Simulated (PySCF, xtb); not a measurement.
Si(SH)2 (H₂S₂Si), SMILES S[Si]S (connectivity only; charge and spin as stated), neutral, multiplicity 1.

GFN2-xTB in xtb at its own geometry gives an orbital gap of 2.47 eV and a dipole moment of 2.25 D.

Geometry: PBE0-D3(BJ)/def2-TZVP. Other conformers were not sampled.

Q: What does M06-2X/def2-TZVPD in PySCF give? (The exact figures need the calculation; the answer reports its results.)

A: gap 6.67 eV (levels -8.13 and -1.45 eV), dipole 1.02 D.
